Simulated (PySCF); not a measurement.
**Polarisability and C₆ of Cs³⁰⁺ (caesium, charge +30)**

[Ar] 3d7, high-spin 4F determinant. Calculation: PySCF 2.14, in an even-tempered Gaussian basis (19 s from 4.1 bohr⁻², ratio 2.5; 13 p from 5.4 bohr⁻², ratio 2.5; 8 d from 5.4 bohr⁻², ratio 2.5; 4 f from 24 bohr⁻², ratio 2.7; 3 g from 36 bohr⁻², ratio 2.7); the spin-free X2C one-electron Hamiltonian (Gaussian nucleus). Coupled (time-dependent) response in atomic units; α is the mean over directions.

```csv
method,mean α (bohr³),C₆ (like pair),S(−4)
UHF,0.009640,0.001910,4.401e-05
```

S(−4) is the Cauchy moment in α(ω) = α(0) + S(−4) ω² + …

Spin-orbit coupling is absent.

α(iu) at UHF:

| u (hartree) | α(iu) (bohr³) |
| --- | --- |
| 0 | 0.009640 |
| 3.00 | 0.009275 |
| 6.00 | 0.008452 |
| 12.0 | 0.006864 |
| 18.0 | 0.005815 |
| 24.0 | 0.005077 |
| 30.0 | 0.004492 |
| 45.0 | 0.003368 |
| 60.0 | 0.002563 |
| 90.0 | 0.001569 |
| 150 | 0.0007317 |

For an ion, C₆ is the dispersion term alone; charge-induced terms of lower order in 1/R come first.

Spin-orbit coupling, absent here, splits the open shell strongly.
